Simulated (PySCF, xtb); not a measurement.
In(OH) (HInO), SMILES [In][OH] (connectivity only; charge and spin as stated), neutral, multiplicity 1.

GFN2-xTB run with xtb at its own geometry gives an orbital gap of 6.56 eV and a dipole moment of 2.08 D.

The structure is a stationary point at B3LYP-D3(BJ)/def2-TZVP. A frequency run showed that this geometry is not a minimum. The def2 effective core potentials stand for the cores of In; spin–orbit coupling is left out.

**Question.** What does B3LYP/def2-TZVPD (PySCF) give? (Estimate from the structure and the level; the computed values follow.)

**Answer.** gap 5.95 eV (levels -7.41 and -1.46 eV), dipole 1.28 D.
